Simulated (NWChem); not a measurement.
CH₂BF₃O₂; SMILES OB(O)C(F)(F)F

```xyz
9

B     -0.0365     0.9924     0.0001
C     -0.0108    -0.6231     0.0001
F     -0.5983    -1.1460    -1.0809
F     -0.6046    -1.1467     1.0772
F      1.2697    -1.0667     0.0036
O     -1.2343     1.6006     0.0001
H     -1.1644     2.5623    -0.0001
O      1.1277     1.6764    -0.0001
H      1.8964     1.0938     0.0002
```
Atoms are numbered in this order, from 1.

All runs: NWChem. Pople sets run with spherical d functions. Geometry: optimised at PBE0/def2-SVP. Atomic charges in e: unrestrained fits to the electrostatic potential beside Mulliken populations; buried atoms are poorly determined by the fit.

Q: Estimate the computed values for Hartree-Fock/6-31G*. Quantities: ESP B1; Mulliken B1; ESP C2; Mulliken C2; ESP F3; Mulliken F3; ESP F4; Mulliken F4; ESP F5; Mulliken F5; relative RMS misfit of the potential (%).

A: 
| Item | Value |
|---|---|
| ESP B1 | 0.65 |
| Mulliken B1 | 0.72 |
| ESP C2 | 0.73 |
| Mulliken C2 | 1.07 |
| ESP F3 | -0.27 |
| Mulliken F3 | -0.42 |
| ESP F4 | -0.27 |
| Mulliken F4 | -0.42 |
| ESP F5 | -0.31 |
| Mulliken F5 | -0.45 |
| relative RMS misfit of the potential (%) | 16 |
